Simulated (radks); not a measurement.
Question: These are the eigenvalues of the occupied orbitals of an atom or ion with whole-number occupations (hartree). Method: Dirac Kohn-Sham, PBE, spin-unpolarised, spherical densities, point nucleus; computed with a radial shooting solver on a logarithmic mesh with Libxc functionals.

orbital  eigenvalue
1s1/2     -3240.457
2s1/2     -584.9876
2p1/2     -561.9874
2p3/2     -481.5052
3s1/2     -145.7976
3p1/2     -135.4405
3p3/2     -117.4749
3d3/2     -100.4969
3d5/2     -96.67329
4s1/2     -38.43628
4p1/2     -33.95359
4p3/2     -29.54618
4d3/2     -22.25399
4d5/2     -21.42956
5s1/2     -12.00856
4f5/2     -11.97789
4f7/2     -11.79008
5p1/2     -10.41195
5p3/2      -9.47713
5d3/2      -7.09055

Which element is it, and in what charge state? The configuration may be excited. Open shells, if any, fill j = l - 1/2 first.

Answer: Z = 82, lead, charge +11: Pb11+ in [Xe] 4f14 5d3. The list shows which subshells hold electrons but not how many an open one holds; the 1s level, -3240.5 hartree, gives Z - s = 80.5 by -(Z - s)^2/2, which with screening and relativity narrows Z to a few neighbours, and the depths of the outer levels then fix element, charge and occupations together.
